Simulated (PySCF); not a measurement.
Species: CH7BrGe2.
SMILES: `[CH3][Ge@@H]([GeH3])[Br]`

Linear response at CAM-B3LYP/def2-SVPD (PySCF, frozen core in the response, non-relativistic). Geometry: PBE0-D3(BJ)/def2-SVP; no solvent, vibrations or thermal averaging. The CAM-B3LYP/def2-SVPD calculation is non-relativistic and has no spin–orbit coupling, an omission that weighs most on bromine and germanium.

Static isotropic polarisability: 100.91 au (14.95 Å³), principal values 85.8, 101.5, 115.4 au.

Q: What is the polarisability at 1064 nm and at the sodium D line?

A: 102.12 au at 1064 nm (+1.2 %), 105.00 au at 589.3 nm (+4.0 %). The rise at 589.3 nm is 3.39 times that at 1064 nm; a pure ω² law gives 3.26. The lowest singlet lies at 211 nm, shorter than both wavelengths.

Q: What is the isotropic C6 coefficient between two such molecules, C6 = (3/π)∫α(iω)² dω?

A: 3345 au (Eh·bohr⁶) by a ten-point quadrature over imaginary frequencies, which is 2000 eV·Å⁶ or 193 J·nm⁶/mol.

Q: Which effective excitation energy ω̄ makes London's formula C6 = (3/4)α²ω̄ exact here?

A: ω̄ = 4·C6/(3α²) = 0.438 Eh = 11.9 eV. A one-pole form α(ω) = α/(1 − ω²/ω̄²) fitted to the 1064 nm value gives 10.7 eV.

Q: How anisotropic is the static polarisability, by Δα² = ½[(α1 − α2)² + (α2 − α3)² + (α3 − α1)²]?

A: Δα = 25.7 au, or 0.25 of the isotropic value.

Q: What molar refraction at the D line follows from R = (4π/3)·N_A·α′, with α′ the polarisability volume?

A: α′ = 15.56 Å³ gives R = 39.25 cm³/mol, for isolated, non-vibrating species.

Q: The lowest 6 singlets have (eV, f): 5.87, 0.053; 6.15, 0.012; 6.96, 0.018; 7.03, 0.143; 7.25, 0.032; 7.27, 0.212. What share of the static polarisability do they carry in the sum over states α = Σ f/ω²?

A: 7.20 au, 7.1 % of α; the largest term, 2.96 au, is that of the state at 7.27 eV. Their oscillator strengths add up to 0.47. Higher states carry the rest.
